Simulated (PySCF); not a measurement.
Isomers C₅H₅N₃:

A. `C#Cc1cnnn1C`
B. SMILES C#Cc1nncn1C
C. SMILES Cc1c[nH]nc1C#N
D. SMILES N1(CC#C)N=CC=N1
E. `CN1N=CC(C#C)=N1`

Spectrum 1. 13C{1H} NMR (computed): δ 143.9 (CH), 136.2 (C), 91.2 (CH), 79.1 (C), 41.8 (CH3).

Spectrum 2. 13C{1H} NMR (computed): δ 144.6 (CH), 126.2 (C), 101.6 (CH), 75.4 (C), 35.7 (CH3).

Spectrum 3. 13C{1H} NMR (computed): δ 139.3 (CH), 82.8 (C), 81.9 (CH), 45.7 (CH2).

Spectrum 4. 13C{1H} NMR (computed): δ 132.1 (C), 131.3 (C), 130.4 (CH), 118.7 (C), 11.1 (CH3).

Spectrum 5. 13C{1H} NMR (computed): δ 145.9 (CH), 143.4 (C), 95.1 (CH), 76.2 (C), 30.5 (CH3).

[PySCF: GFN2-xTB structure; shielding tensors at PBE0/pcSseg-1 (GIAO); couplings computed with B3LYP/pcJ-1 (spin–dipole term left out of most H,H and C,H couplings); one computed conformer; in vacuum; one averaged value for each set of equivalent atoms; non-relativistic]

Referencing at the same level of theory: TMS for 13C. Shifts are as computed. Against solution values, carbons near 30 ppm lie about +3 ppm off and those near 130 ppm about +5 ppm. Of 1211 compounds with measured shifts, 218 miss one by over three times the rms of a fit or turn the order of signals round; such compounds aren't used in these exercises.

Match each spectrum to its structure.

Answers

1–E, 2–A, 3–D, 4–C, 5–B.

- Spectrum 1 (E): 5 13C signals; δC 143.9 is an aromatic CH next to a ring nitrogen; δC 91.2 is a terminal alkyne carbon.
- Spectrum 2 (A): 5 13C signals; δC 144.6 is an aromatic CH next to a ring nitrogen; δC 101.6 is a terminal alkyne carbon.
- Spectrum 3 (D): 4 13C signals; δC 82.8 is an alkyne carbon; δC 81.9 is a terminal alkyne carbon.
- Spectrum 4 (C): 5 13C signals; δC 118.7 is a nitrile carbon; δC 11.1 is a methyl carbon on an aromatic ring.
- Spectrum 5 (B): 5 13C signals; δC 95.1 is a terminal alkyne carbon; δC 76.2 is an alkyne carbon.
